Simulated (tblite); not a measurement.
C₃H₇FSeSi.
Bonds: C1–C2 (double), C2–C3, C3–F4, C2–Se5, Se5–Si6. Hydrogens: H7, H8 on C1; H9, H10 on C3; H11, H12, H13 on Si6.

Computed with GFN2-xTB (tblite), gas phase: L-BFGS steps from a force-field or distance-geometry start until the largest atomic force falls under 0.01 eV/Å.

Step 107: E = -533.8448 eV
```
atom  x, y, z in Å  |  force x, y, z in eV/Å
C1     -1.6043    0.7458    1.3939    0.041  -0.026  -0.033
C2     -0.6806    0.0409    0.7572   -0.009   0.038   0.034
C3     -0.9993   -0.9997   -0.2711    0.031  -0.037  -0.011
F4     -0.6013   -0.5806   -1.5248   -0.051   0.000  -0.003
Se5     1.1865    0.2643    1.1916    0.009   0.030   0.019
Si6     2.1465    0.3765   -0.8922    0.004  -0.021  -0.011
H7     -2.6573    0.6174    1.2012    0.011  -0.029  -0.014
H8     -1.3313    1.4780    2.1342   -0.002   0.011   0.009
H9     -2.0759   -1.1889   -0.3316    0.003   0.011   0.018
H10    -0.4593   -1.9352   -0.0678   -0.038   0.074  -0.031
H11     1.9455   -0.8937   -1.5705    0.072  -0.074  -0.033
H12     1.5755    1.4908   -1.6365   -0.034   0.007   0.040
H13     3.5508    0.5845   -0.5516   -0.036   0.015   0.016
```

Step 108: E = -533.8474 eV
```
atom  x, y, z in Å  |  force x, y, z in eV/Å
C1     -1.6092    0.7360    1.4066   -0.031   0.018   0.021
C2     -0.6777    0.0544    0.7588    0.044  -0.015  -0.009
C3     -0.9952   -0.9803   -0.2763    0.038   0.008   0.014
F4     -0.5681   -0.5744   -1.5222   -0.014   0.034  -0.066
Se5     1.1883    0.2867    1.1894    0.006   0.021   0.005
Si6     2.1478    0.3633   -0.8976   -0.007  -0.011  -0.008
H7     -2.6599    0.5864    1.2146    0.016  -0.003  -0.010
H8     -1.3505    1.4637    2.1566    0.006   0.006   0.006
H9     -2.0719   -1.1454   -0.3582   -0.074  -0.016   0.033
H10    -0.4796   -1.9236   -0.0610    0.003   0.001  -0.014
H11     1.9682   -0.9184   -1.5599    0.067  -0.084  -0.018
H12     1.5537    1.4561   -1.6535   -0.026   0.022   0.022
H13     3.5496    0.5959   -0.5653   -0.028   0.021   0.024
```

Step 109: E = -533.8487 eV
```
atom  x, y, z in Å  |  force x, y, z in eV/Å
C1     -1.6092    0.7308    1.4115    0.024   0.040   0.035
C2     -0.6734    0.0609    0.7576    0.035  -0.019   0.004
C3     -0.9944   -0.9706   -0.2790    0.033  -0.005   0.003
F4     -0.5521   -0.5751   -1.5231   -0.011   0.027  -0.053
Se5     1.1911    0.2933    1.1881    0.003   0.016   0.020
Si6     2.1473    0.3581   -0.8995    0.005  -0.063  -0.029
H7     -2.6560    0.5730    1.2147   -0.045   0.003  -0.007
H8     -1.3581    1.4554    2.1674    0.009  -0.004  -0.003
H9     -2.0731   -1.1192   -0.3685   -0.068  -0.025   0.025
H10    -0.4953   -1.9211   -0.0555    0.005   0.007  -0.025
H11     1.9847   -0.9337   -1.5527    0.066  -0.035   0.007
H12     1.5364    1.4400   -1.6550   -0.029   0.034  -0.003
H13     3.5476    0.6085   -0.5739   -0.028   0.022   0.027
```

Step 110: E = -533.8499 eV
```
atom  x, y, z in Å  |  force x, y, z in eV/Å
C1     -1.6062    0.7309    1.4091   -0.075   0.063   0.057
C2     -0.6695    0.0642    0.7561    0.085  -0.080  -0.054
C3     -0.9957   -0.9683   -0.2792    0.017   0.039   0.027
F4     -0.5621   -0.5785   -1.5268    0.020   0.050  -0.074
Se5     1.1943    0.2947    1.1886   -0.003  -0.003   0.010
Si6     2.1472    0.3532   -0.9003    0.008  -0.040  -0.005
H7     -2.6531    0.5669    1.2109   -0.013   0.024   0.004
H8     -1.3590    1.4563    2.1643    0.011   0.014   0.019
H9     -2.0748   -1.1132   -0.3594   -0.096  -0.036   0.015
H10    -0.4995   -1.9182   -0.0578    0.041  -0.053  -0.003
H11     2.0020   -0.9370   -1.5592    0.035  -0.042   0.007
H12     1.5278    1.4378   -1.6436   -0.031   0.036  -0.029
H13     3.5441    0.6115   -0.5707   -0.002   0.028   0.024
```

Problem. Estimate the geometry and energy of step 111. (The exact step hangs on the optimiser's Hessian estimate; all steps are aligned on step 110, rigid shifts and turns removed.)

Solution. E = -533.8509 eV, largest force 0.057 eV/Å
```
atom  x, y, z in Å  |  force x, y, z in eV/Å
C1     -1.6069    0.7296    1.4124   -0.016   0.044   0.033
C2     -0.6674    0.0675    0.7558    0.025  -0.043  -0.022
C3     -0.9928   -0.9634   -0.2818   -0.023   0.021   0.014
F4     -0.5557   -0.5757   -1.5308   -0.001   0.031  -0.007
Se5     1.1952    0.2996    1.1894   -0.005  -0.012  -0.009
Si6     2.1447    0.3475   -0.9032    0.006  -0.030  -0.006
H7     -2.6530    0.5643    1.2121   -0.016   0.021   0.003
H8     -1.3634    1.4535    2.1717    0.015  -0.012  -0.007
H9     -2.0745   -1.1063   -0.3626   -0.022  -0.025   0.007
H10    -0.4996   -1.9155   -0.0574    0.027  -0.018  -0.023
H11     2.0095   -0.9479   -1.5581    0.030  -0.006   0.025
H12     1.5197    1.4322   -1.6446   -0.016   0.004  -0.024
H13     3.5397    0.6151   -0.5708   -0.004   0.025   0.015
```

The energy changes by -0.0009 eV. The first-order estimate −F·Δx gives -0.0015 eV and the mean of the old and new forces, exact on a quadratic surface, -0.0009 eV. The step makes an angle of 77° with the force vector and moves no atom by more than 0.013 Å.

The cost below is that of the whole relaxation. On Arm Neoverse V2, one thread, shared host, this took 0.65 s wall.
